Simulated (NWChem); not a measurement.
CH3ClF2Si; SMILES FC[Si@@H](F)Cl

```xyz
8

F      0.9123     1.8731    -0.6028
C      0.2970     1.5322     0.5760
Si    -0.5416    -0.1492     0.4583
F     -1.7344    -0.0816    -0.6317
Cl     0.8081    -1.5587    -0.1620
H      1.0418     1.5171     1.3936
H     -0.4542     2.3012     0.8378
H     -1.1279    -0.5477     1.7610
```
Atoms are numbered in this order, from 1.

The geometry was optimised at PBE0/def2-SVP.

Question: List the 6 lowest vertical singlet excitations and the 6 lowest triplet ones from PBE/def2-SVP, full TDDFT (NWChem).

Answer: 
| state | energy (eV) | oscillator strength | leading excitation (squared amplitude) |
|---|---|---|---|
| S1 | 6.94 | 0.001 | HOMO → LUMO (0.98) |
| S2 | 7.32 | 0.009 | HOMO → LUMO+1 (0.98) |
| S3 | 7.74 | 0.003 | HOMO−1 → LUMO (0.95) |
| S4 | 7.82 | 0.001 | HOMO−2 → LUMO (0.96) |
| S5 | 8.01 | 0.006 | HOMO−3 → LUMO (0.89) |
| S6 | 8.13 | 0.007 | HOMO → LUMO+2 (0.55) |
| T1 | 6.46 | spin-forbidden | HOMO → LUMO (0.99) |
| T2 | 6.93 | spin-forbidden | HOMO → LUMO+1 (0.99) |
| T3 | 7.41 | spin-forbidden | HOMO−1 → LUMO (0.98) |
| T4 | 7.53 | spin-forbidden | HOMO−2 → LUMO (0.93) |
| T5 | 7.67 | spin-forbidden | HOMO−3 → LUMO (0.95) |
| T6 | 7.75 | spin-forbidden | HOMO−1 → LUMO+1 (0.80) |
